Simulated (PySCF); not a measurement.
C2H7BClNO, SMILES ClB(NC)OC. Coordinates come from a PBE-D3(BJ)/def2-SVP optimisation. Other conformers were not sampled.

Computed equilibrium geometry at PBE-D3(BJ)/def2-SVP (PySCF confirms it by a frequency run) as a Z-matrix, and its point group (one conformer of several):
point group Cs.
```
N
H 1 1.0220
B 1 1.4132 2 117.68
O 3 1.3715 1 123.94 2 0.00
C 4 1.4112 3 121.15 1 0.00
H 5 1.1078 4 108.53 3 180.00
H 5 1.1149 6 107.93 4 -121.61
H 5 1.1149 6 107.93 7 -116.79
C 1 1.4495 2 114.15 3 180.00
H 9 1.1058 1 109.13 2 180.00
H 9 1.1124 10 107.86 1 121.97
H 9 1.1124 10 107.86 11 116.07
Cl 3 1.7908 4 115.76 5 180.00
```
Charge 0, spin multiplicity 1.
